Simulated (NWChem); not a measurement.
GaH$_{3}$O$_{2}$; SMILES [OH][GaH][OH]

```xyz
6

Ga    -0.3253    -0.0444     0.0000
H     -1.8842    -0.0380     0.0000
O      0.5689    -1.6026     0.0000
H      1.5332    -1.4535     0.0000
O      0.7710     1.3904     0.0000
H      0.2812     2.2330     0.0000
```
Atoms are numbered in this order, from 1.

Program: NWChem. Geometry: optimised at PBE-D3(BJ)/def2-SVP. Level: PBE0/def2-SVPD; the question gives the wavelength of the field.

Question: Estimate the computed values for field static. Quantities: isotropic polarisability (bohr³); anisotropy (bohr³).

Answer: 
```yaml
isotropic polarisability (bohr³): 37.2
anisotropy (bohr³): 10.4
```
